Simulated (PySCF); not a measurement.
Molecule: C₄H₉Cl₂In, SMILES C[C](C)(C)[In]([Cl])[Cl]. Atoms near the plane z = 0.0 Å, at the GFN2-xTB optimised geometry (x, y, z in Å): In1 (0.5, -0.9, 0.0), Cl2 (2.8, -0.9, 0.0), Cl3 (-0.4, -3.1, -0.2), C4 (-0.9, 1.0, 0.0), C6 (-2.1, 0.7, 0.8), C7 (0.0, 2.1, 0.7), H11 (-2.6, -0.2, 0.3), H13 (-2.8, 1.5, 0.7), H15 (0.9, 2.3, 0.2), H16 (-0.6, 3.1, 0.7).

Method: PBE0/def2-TZVP, def2 effective core potentials past Kr (PySCF). The core electrons that the potentials of In replace are not part of the density. Cells within 0.4 Å of a nucleus heavier than hydrogen are left out (blank, or x). The values are rescaled to run from 0 to 1.

```
|22223333333333332222222222222|
|22233333333333333222222222222|
|22333333333333333322222222222|
|23333333333343333332222222222|
|23333333334454333333222222222|
|33333333344577433333322222222|
|33333334445699755543322222222|
|33333444445699999974322222222|
|33333455555799999995322222112|
|33334567669999999994322111111|
|33333579999999999853211111111|
|23333469999xx9986543211011111|
|233333599999x9998753110000111|
|22333479999999999974343100111|
|22333599999999999999999821011|
|22333599996799999999999971111|
|222334799658999xx9999xx992111|
|222333454458999x99999x9992111|
|22222333333699999999999941001|
|22222222212599999996798310001|
|22222221112999999742110000001|
|2222221100499x998321000000011|
|2222211100599x997100000000011|
|22221111004999994000000000111|
|22221111002899971000000011111|
|22221111101245410000000111111|
|22211111111111000000011111111|
|22211111111100000000111111111|
|22211111111110000011111111111|
```
Scale: ten equal steps from 0.000 (start of '0') to 1.00 (end of '9'), in the order '0123456789'; x runs from -5.50 to 5.50, y from -5.50 (bottom) to 5.50 (top).

Q: Which quantity is mapped?
(A) an orbital amplitude
(B) log10 of the electron density
(C) deformation density (molecule minus spherical neutral atoms)
(D) electrostatic potential

A: D, electrostatic potential. In full: electrostatic potential (hartree/e), clipped to [-0.08, 0.12].
